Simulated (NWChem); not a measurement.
System: CH₃ClF₂OSi; SMILES [Si](OC)(F)(F)Cl

The following NWChem deck was run.

```
start job
memory heap 200 mb stack 900 mb global 1100 mb
geometry units angstroms noautoz
  C     -1.028087     2.231955    -0.066638
  O      0.057266     1.449644     0.435605
  Si     0.443480    -0.066607     0.027236
  F      1.084854    -0.156056    -1.429507
  F      1.529559    -0.582142     1.064268
  Cl    -1.179441    -1.310456     0.066003
  H     -1.100769     3.125225     0.557004
  H     -0.839003     2.531719    -1.103048
  H     -1.970946     1.677168    -0.011671
end
basis spherical
  C library def2-svp
  O library def2-svp
  Si library def2-svp
  F library def2-svp
  Cl library def2-svp
  H library def2-svp
end
dft
  xc m06-l
  iterations 150
  mulliken
end
task dft energy
```

NWChem printed, in part:

```
             Northwest Computational Chemistry Package (NWChem) 7.3.0
             --------------------------------------------------------

 C1  symmetry detected

                             Geometry "geometry" -> ""
                             -------------------------

 Output coordinates in angstroms (scale by  1.889725989 to convert to a.u.)

  No.       Tag          Charge          X              Y              Z
 ---- ---------------- ---------- -------------- -------------- --------------
    1 C                    6.0000    -0.92506455     2.24172892    -0.00748745
    2 O                    8.0000     0.12501974     1.39508294     0.46449054
    3 Si                  14.0000     0.43716191    -0.12507173     0.00991311
    4 F                    9.0000     1.06554408    -0.20202735    -1.45319167
    5 F                    9.0000     1.50348896    -0.72096078     1.02413309
    6 Cl                  17.0000    -1.24227524    -1.29204586     0.02398504
    7 H                    1.0000    -0.95216316     3.11887867     0.64214113
    8 H                    1.0000    -0.72781595     2.56235885    -1.03610125
    9 H                    1.0000    -1.89267652     1.73040240     0.03795854

 Effective nuclear repulsion energy (a.u.)     407.5176646039

                                 NWChem DFT Module
                                 -----------------

 Summary of "ao basis" -> "ao basis" (spherical)
 ------------------------------------------------------------------------------
       Tag                 Description            Shells   Functions and Types
 ---------------- ------------------------------  ------  ---------------------
 C                          def2-svp                 6       14   3s2p1d
 O                          def2-svp                 6       14   3s2p1d
 Si                         def2-svp                 8       18   4s3p1d
 F                          def2-svp                 6       14   3s2p1d
 Cl                         def2-svp                 8       18   4s3p1d
 H                          def2-svp                 3        5   2s1p

            General Information
            -------------------
          SCF calculation type: DFT
          Wavefunction type:  closed shell.
          No. of atoms     :     9
          No. of electrons :    66
           Alpha electrons :    33
            Beta electrons :    33
          Charge           :     0
          Spin multiplicity:     1
          Use of symmetry is: off; symmetry adaption is: off
          Maximum number of iterations: 150
          AO basis - number of functions:   107
                     number of shells:    49
          Convergence on energy requested:  1.00D-06
          Convergence on density requested:  1.00D-05
          Convergence on gradient requested:  5.00D-04

              XC Information
              --------------
                        M06-L Method XC Functional
                         M06-L Exchange Functional  1.000
                       M06-L Correlation Potential  1.000

             Grid Information
             ----------------
          Grid used for XC integration:  medium
          Radial quadrature: Mura-Knowles
          Angular quadrature: Lebedev.
          Tag              B.-S. Rad. Rad. Pts. Rad. Cut. Ang. Pts.
          ---              ---------- --------- --------- ---------
          C                   0.70       49          10.0       434
          O                   0.60       49           8.0       434
          Si                  1.10       88          10.0       590
          F                   0.50       49          11.0       434
          Cl                  1.00       88          11.0       590
          H                   0.35       45          11.0       434
          Grid pruning is: on
          Number of quadrature shells:   507
          Spatial weights used:  Erf1

      Superposition of Atomic Density Guess
      -------------------------------------

 Sum of atomic energies:       -1060.46088769

      Non-variational initial energy
      ------------------------------

 Total energy =   -1062.267719
 1-e energy   =   -2280.556262
 2-e energy   =     810.770879
 HOMO         =      -0.401413
 LUMO         =       0.053475

     ---------------------------------------------
      Total Density - Mulliken Population Analysis
     ---------------------------------------------

    Atom       Charge   Shell Charges
 -----------   ------   -------------------------------------------------------
    1 C    6     5.83   1.99  0.92  0.21  1.83  0.85  0.04
    2 O    8     8.78   1.99  1.09  0.67  3.04  1.98  0.01
    3 Si  14    12.15   2.00  1.99  0.68  0.03  5.93  0.75  0.37  0.39
    4 F    9     9.55   1.99  1.14  0.78  3.51  2.13  0.00
    5 F    9     9.54   1.99  1.14  0.78  3.50  2.12  0.00
    6 Cl  17    17.37   2.00  1.99  1.22  0.72  5.94  2.14  3.35  0.01
    7 H    1     0.93   0.69  0.21  0.02
    8 H    1     0.93   0.69  0.21  0.02
    9 H    1     0.93   0.69  0.22  0.02

   convergence    iter        energy       DeltaE   RMS-Dens  Diis-err
 ---------------- ----- ----------------- --------- --------- ---------
 d= 0,ls=0.0,diis     1  -1064.0898203609 -1.47D+03  1.49D-02  9.99D-01
 d= 0,ls=0.0,diis     2  -1063.9952596552  9.46D-02  8.27D-03  2.27D+00
 d= 0,ls=0.0,diis     3  -1064.2050051822 -2.10D-01  1.13D-03  2.18D-02
 d= 0,ls=0.0,diis     4  -1064.2060889500 -1.08D-03  6.62D-04  5.71D-03
 d= 0,ls=0.0,diis     5  -1064.2051831893  9.06D-04  3.22D-04  8.55D-04
  Resetting Diis
 d= 0,ls=0.0,diis     6  -1064.2053057325 -1.23D-04  1.94D-04  1.30D-04
 d= 0,ls=0.0,diis     7  -1064.2053282516 -2.25D-05  1.74D-04  4.92D-05
 d= 0,ls=0.0,diis     8  -1064.2053290333 -7.82D-07  5.42D-05  8.89D-05
 d= 0,ls=0.0,diis     9  -1064.2053371947 -8.16D-06  1.17D-05  3.60D-06
 d= 0,ls=0.0,diis    10  -1064.2053375221 -3.27D-07  3.73D-06  1.64D-07

[...]
```

Level: M06-L/def2-SVP. All runs use the structure optimised with B3LYP/6-31G* (spherical d).
